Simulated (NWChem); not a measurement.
All runs are NWChem calculations. System: hexafluorobenzene (C₆F₆), charge 0, spin multiplicity 1, optimised in this run. Level: PBE0/def2-SVP.

NWChem printed:

```
             Northwest Computational Chemistry Package (NWChem) 7.3.0
             --------------------------------------------------------

                                NWChem Input Module
                                -------------------

 Scaling coordinates for geometry "geometry" by  1.889725989
 (inverse scale =  0.529177249)

 Turning off AUTOSYM since
 SYMMETRY directive was detected!

          ------
          auto-z
          ------

                             Geometry "geometry" -> ""
                             -------------------------

 Output coordinates in angstroms (scale by  1.889725989 to convert to a.u.)

  No.       Tag          Charge          X              Y              Z
 ---- ---------------- ---------- -------------- -------------- --------------
    1 F                    9.0000     2.72258000     0.00000000     0.00000000
    2 C                    6.0000     1.39300400     0.00000000     0.00000000
    3 C                    6.0000     0.69652200     1.20641600     0.00000000
    4 F                    9.0000     1.36133400     2.35784600     0.00000000
    5 C                    6.0000    -0.69652200     1.20641600     0.00000000
    6 F                    9.0000    -1.36133400     2.35784600     0.00000000
    7 C                    6.0000    -1.39300400     0.00000000     0.00000000
    8 F                    9.0000    -2.72258000     0.00000000     0.00000000
    9 C                    6.0000    -0.69652200    -1.20641600     0.00000000
   10 F                    9.0000    -1.36133400    -2.35784600     0.00000000
   11 C                    6.0000     0.69652200    -1.20641600     0.00000000
   12 F                    9.0000     1.36133400    -2.35784600     0.00000000

 Effective nuclear repulsion energy (a.u.)     733.1603911578

            Nuclear Dipole moment (a.u.)
            ----------------------------
        X                 Y               Z
 ---------------- ---------------- ----------------
     0.0000000000    -0.0000000000     0.0000000000

      Symmetry information
      --------------------

 Group name             D2h
 Group number             26
 Group order               8
 No. of unique centers     4

      Symmetry unique atoms

     1    2    3    4


 Summary of "ao basis" -> "" (spherical)
 ------------------------------------------------------------------------------
       Tag                 Description            Shells   Functions and Types
[...]
   44 Torsion                  4     3     5     6          -0.00000    0.00000
   45 Torsion                  4     3     5     7         180.00000    0.00000
   46 Torsion                  5     3     2    11          -0.00000    0.00000
   47 Torsion                  5     7     9    10         180.00000    0.00000
   48 Torsion                  5     7     9    11           0.00000    0.00000
   49 Torsion                  6     5     7     8           0.00000    0.00000
   50 Torsion                  6     5     7     9         180.00000    0.00000
   51 Torsion                  7     9    11    12         180.00000    0.00000
   52 Torsion                  8     7     9    10          -0.00000    0.00000
   53 Torsion                  8     7     9    11         180.00000    0.00000
   54 Torsion                 10     9    11    12           0.00000    0.00000

 ==============================================================================
                                internuclear distances
 ------------------------------------------------------------------------------
       center one      |      center two      | atomic units |  angstroms
 ------------------------------------------------------------------------------
    2 C                |   1 F                |     2.49241  |     1.31893
    3 C                |   2 C                |     2.63446  |     1.39410
    4 F                |   3 C                |     2.49241  |     1.31893
    5 C                |   3 C                |     2.63444  |     1.39409
    6 F                |   5 C                |     2.49241  |     1.31893
    7 C                |   5 C                |     2.63446  |     1.39410
    8 F                |   7 C                |     2.49241  |     1.31893
    9 C                |   7 C                |     2.63446  |     1.39410
   10 F                |   9 C                |     2.49241  |     1.31893
   11 C                |   2 C                |     2.63446  |     1.39410
   11 C                |   9 C                |     2.63444  |     1.39409
   12 F                |  11 C                |     2.49241  |     1.31893
 ------------------------------------------------------------------------------
                         number of included internuclear distances:         12
 ==============================================================================

 ==============================================================================
                                 internuclear angles
 ------------------------------------------------------------------------------
        center 1       |       center 2       |       center 3       |  degrees
 ------------------------------------------------------------------------------
    1 F                |   2 C                |   3 C                |   120.00
    1 F                |   2 C                |  11 C                |   120.00
    3 C                |   2 C                |  11 C                |   120.00
    2 C                |   3 C                |   4 F                |   120.00
    2 C                |   3 C                |   5 C                |   120.00
    4 F                |   3 C                |   5 C                |   120.00
    3 C                |   5 C                |   6 F                |   120.00
    3 C                |   5 C                |   7 C                |   120.00
    6 F                |   5 C                |   7 C                |   120.00
    5 C                |   7 C                |   8 F                |   120.00
    5 C                |   7 C                |   9 C                |   120.00
    8 F                |   7 C                |   9 C                |   120.00
    7 C                |   9 C                |  10 F                |   120.00
    7 C                |   9 C                |  11 C                |   120.00
   10 F                |   9 C                |  11 C                |   120.00
    2 C                |  11 C                |   9 C                |   120.00
    2 C                |  11 C                |  12 F                |   120.00
    9 C                |  11 C                |  12 F                |   120.00
 ------------------------------------------------------------------------------
                            number of included internuclear angles:         18
 ==============================================================================

 Task  times  cpu:       21.7s     wall:       21.7s

 Total times  cpu:       21.7s     wall:       21.7s
```

Task: Write an NWChem input that would produce this output.

Result: Several could match; the one computed here: 
```
start mol
memory heap 200 mb stack 900 mb global 1100 mb
geometry units angstroms
  F      2.722580     0.000000     0.000000
  C      1.393004     0.000000     0.000000
  C      0.696522     1.206416     0.000000
  F      1.361334     2.357846     0.000000
  C     -0.696522     1.206416     0.000000
  F     -1.361334     2.357846     0.000000
  C     -1.393004     0.000000     0.000000
  F     -2.722580     0.000000     0.000000
  C     -0.696522    -1.206416     0.000000
  F     -1.361334    -2.357846     0.000000
  C      0.696522    -1.206416     0.000000
  F      1.361334    -2.357846     0.000000
  symmetry group D2h
end
basis spherical
  * library def2-svp
end
dft
  xc pbe0
  semidirect memsize 60000000 filesize 0
  iterations 100
end
driver
  maxiter 80
end
task dft optimize
```
